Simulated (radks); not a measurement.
Results of a calculation; reference values are marked as such.
The oxygen anion O2-, [Ne], held by a Watson sphere: a shell of charge +2 at radius R that stands for the Madelung well of a crystal (potential energy -2/R inside, -2/r outside, in hartree with lengths in bohr). Level of theory: non-relativistic Kohn-Sham, r2SCAN, spin-polarised, spherical densities, point nucleus; meta-GGA in the generalised Kohn-Sham scheme (a radial shooting solver on a logarithmic mesh with Libxc functionals).

| R (bohr) | e(1s) (eV) | e(2s) (eV) | e(2p) (eV) | <r> 2p (bohr) | sum of <r^2> (bohr^2) | X-ray form factor at sin(theta)/lambda = 0.1 1/angstrom |
|---|---|---|---|---|---|---|
| 1.82 | -513.53 | -24.221 | -8.759 | 1.436 | 20.04 | 8.702 |
| 1.96 | -513.55 | -23.521 | -8.207 | 1.470 | 20.99 | 8.653 |
| 2.55 | -513.15 | -21.182 | -6.218 | 1.597 | 24.94 | 8.465 |
| 3.09 | -512.55 | -19.726 | -4.850 | 1.700 | 28.60 | 8.319 |
| 3.58 | -512.03 | -18.792 | -3.910 | 1.785 | 32.11 | 8.204 |
| 3.66 | -511.95 | -18.666 | -3.779 | 1.798 | 32.71 | 8.187 |
| 3.69 | -511.92 | -18.621 | -3.732 | 1.803 | 32.93 | 8.180 |
